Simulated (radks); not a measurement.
Species: the tungsten ion W28+. Configuration: [Kr] 4d10.

All-electron calculation, non-relativistic Kohn-Sham, PBE, spin-polarised, spherical densities, point nucleus; relativity is left out, which matters for an element this heavy. Program: a radial shooting solver on a logarithmic mesh with Libxc functionals.

Energy parts (hartree):
| part | energy |
|---|---|
| total | -14924.0420 |
| kinetic | 14921.4082 |
| electron-nucleus | -33794.8428 |
| Hartree | 4217.0640 |
| exchange-correlation | -267.6713 |

Orbitals (lengths in bohr, moments of r in powers of bohr; r(max) is where P^2 peaks; r(90%) holds 90 % of the orbital's charge):
orbital  occ.  eigenvalue (hartree)  r(90%)  <1/r>   r(max)
1s          2             -2378.228  0.0364  73.45  0.01358
2s          2             -420.9075   0.133  17.22  0.07402
2p          6             -404.8351   0.118  17.25  0.05747
3s          2             -123.8270   0.318  6.659   0.2030
3p          6             -116.4660   0.310  6.606   0.1913
3d         10             -102.7637   0.283  6.515   0.1511
4s          2             -49.77965   0.644  3.114   0.4398
4p          6             -46.61171   0.650  3.049   0.4376
4d         10             -40.89040   0.658  2.922   0.4253

The highest occupied level is 4d at -1112.7 eV. The density falls to 0.001 e/bohr^3 at r = 1.24 bohr. The electron density at the nucleus is 2.902e+05 e/bohr^3. Summed over all electrons, <r^2> = 5.046 bohr^2, which gives a Langevin (diamagnetic) susceptibility term of -4 x 10^-6 cm^3/mol. For comparison, the ionisation energy in NIST's Atomic Spectra Database is 1132 eV (semi-empirical). In exact Kohn-Sham theory the highest level is minus the ionisation energy, but local and semilocal functionals leave it too shallow, through self-interaction and a potential that decays too fast; potentials with the right tail come closer.
